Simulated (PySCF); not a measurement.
In(Et)3, C₆H₁₅In, SMILES C[CH2][In]([CH2]C)[CH2]C at its GFN2-xTB optimised geometry (Å):

```
22

In    -0.4305    -0.0345     0.0000
C     -1.5267    -2.0473    -0.0038
C     -3.0254    -1.9330    -0.2457
H     -1.3326    -2.5314     0.9579
H     -1.0607    -2.6640    -0.7784
H     -3.2281    -1.4621    -1.2089
H     -3.4994    -1.3343     0.5328
H     -3.4983    -2.9186    -0.2473
C      1.8587    -0.0345     0.0000
C      2.4067     1.3764     0.1691
H      2.2075    -0.4682    -0.9416
H      2.2110    -0.6823     0.8076
H      2.0873     1.8035     1.1214
H      2.0479     2.0285    -0.6297
H      3.4994     1.3832     0.1454
C     -1.4681     2.0024     0.0000
C     -2.9817     1.9214     0.1361
H     -1.1963     2.5100    -0.9301
H     -1.0417     2.5818     0.8241
H     -3.2611     1.4295     1.0692
H     -3.4165     1.3575    -0.6900
H     -3.4296     2.9186     0.1354
```

Method: PySCF with PBE0/def2-SVP, def2 effective core potentials past Kr. The core electrons that the potentials of In replace are not part of the density. Cells within 0.4 Å of a nucleus heavier than hydrogen are left out (blank, or x).

Map of the log10 of the electron density (e/bohr³), floored at −4 on the plane z = 0.0 Å:

```
|00000000000000000000000000000|
|00000000000000000000000000000|
|00000000000000000000000000000|
|00001221001100000000000000000|
|00123333222221000000000000000|
|00234554333332100011110000000|
|01245765445554211223322110000|
|01246776666664322344443321000|
|0124677777x765322456655432100|
|012467xx77xx65433467766653200|
|01246777777765443467x77764210|
|01245666666666544567x77764210|
|00234555455677655667776653200|
|00123333345799866677765432100|
|001223333457xx9767xx764321000|
|0012344334579x97667x764310000|
|01234555455677765666654210000|
|01245666666666554455543200000|
|01346777777765443333332100000|
|013467xx77xx65432222211000000|
|0134677777x765321111000000000|
|01346776666664320000000000000|
|01245665455554210000000000000|
|00234554334433100000000000000|
|00123332222221000000000000000|
|00011211011110000000000000000|
|00000000000000000000000000000|
|00000000000000000000000000000|
|00000000000000000000000000000|
```
Scale: ten equal steps from -4.00 (start of '0') to 0.419 (end of '9'), in the order '0123456789'; x runs from -5.50 to 5.50, y from -5.50 (bottom) to 5.50 (top).
